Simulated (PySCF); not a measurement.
# Two-component Hartree-Fock for Cl- (chlorine, charge -1)

Start: [Ar]. Calculated with PySCF 2.14 in x2c-SVPall-2c with one added diffuse shell each of s, p type (5s5p1d, 25 functions): generalised Hartree-Fock with the X2C-1e Hamiltonian and a Gaussian nucleus; one run each with spin-orbit coupling (SO) switched off, then screened by Boettger's factors.

```csv
spinor shell,electrons,"ε, spin-free (eV)","ε, screened SO (eV)",weight of nominal j (screened SO),"rms radius, screened SO (bohr)"
1s1/2,2,-2852.4,-2852.4,1.000,0.105
2s1/2,2,-280.05,-280.05,1.000,0.479
2p1/2,2,-209.51,-210.70,1.000,0.449
2p3/2,4,-209.51,-208.92,1.000,0.452
3s1/2,2,-20.062,-20.062,1.000,1.73
3p1/2,2,-4.101,-4.200,1.000,2.24
3p3/2,4,-4.101,-4.052,1.000,2.26
```

| quantity | spin-free | screened SO |
| --- | --- | --- |
| E (hartree) | -460.81234 | -460.81293 |
| M_J | 0 | 0 |
| ⟨J²⟩ | 0.000 | 0.000 |
| ⟨L²⟩ | 0.000 | 0.000 |
| ⟨S²⟩ | 0.000 | 0.000 |

Without spin-orbit coupling the j labels of p, d and f shells carry no meaning; the spin-free column gives the mean over the occupied spinors of each nl shell.
